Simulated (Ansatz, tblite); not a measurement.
Forces on (Cl)3Ti-S-SiH3 (TiSiH₃SCl₃) at its PBE-D4/def2-SVP geometry. Total charge 0; singlet.

The xTB rows come from tblite.

GFN1-xTB (tblite), largest force 1.70 eV/Å:

```xyz
9
positions Å, forces eV/Å
Ti   -1.566   -0.140    0.373    0.107   -0.017   -0.048
Cl   -1.992    1.922   -0.215    0.073   -0.548    0.183
Cl   -1.359   -1.393   -1.409   -0.017    0.355    0.503
Cl   -3.077   -0.896    1.738    0.301    0.169   -0.331
S     0.384   -0.229    1.498    0.599    0.350   -1.556
Si    1.679    0.121   -0.226   -0.716   -0.250    0.943
H     2.901    0.807    0.312   -0.643   -0.409   -0.312
H     2.036   -1.198   -0.845   -0.130    0.701    0.270
H     0.995    1.006   -1.225    0.425   -0.351    0.347
```

GFN2-xTB (tblite), largest force 0.73 eV/Å:

```
Ti -0.415 0.009 -0.407
Cl 0.152 -0.632 0.193
Cl -0.110 0.368 0.576
Cl 0.420 0.208 -0.452
S 0.322 0.087 -0.138
Si 0.327 0.071 -0.327
H -0.617 -0.365 -0.118
H -0.192 0.469 0.341
H 0.112 -0.215 0.330
```

CAM-B3LYP-D4/def2-TZVP (Ansatz), largest force 0.52 eV/Å:

```
Ti 0.150 -0.015 0.080
Cl 0.006 -0.166 0.050
Cl -0.062 0.104 0.154
Cl 0.099 0.055 -0.103
S -0.075 0.073 -0.513
Si 0.204 0.056 -0.048
H -0.398 -0.227 -0.165
H -0.130 0.430 0.212
H 0.207 -0.310 0.333
```
